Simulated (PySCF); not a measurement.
## Correlation energy of Pd (palladium, neutral)

[Kr] 4d9 5p1, one real determinant (an excited configuration). Computed with PySCF 2.14 in x2c-TZVPPall with one added diffuse shell each of s, p, d, f type (9s7p7d3f1g, 95 functions), with the spin-free X2C one-electron Hamiltonian (Gaussian nucleus). Frozen: [Kr]; 10 electrons correlated.

```csv
level,correlation energy (mhartree)
CCSD,-287.16
(T),-11.36
CCSD(T),-298.52
```

Diagnostics: T1 = 0.023, D1 = 0.0979, largest double amplitude 0.028.

The real determinant used has ⟨L²⟩ near 8 against 12 for a pure F term, so it mixes terms.

Cost of the coupled-cluster step: about 30 core-seconds, for 10 correlated electrons.

The reference is one real determinant that mixes LS terms of this configuration.
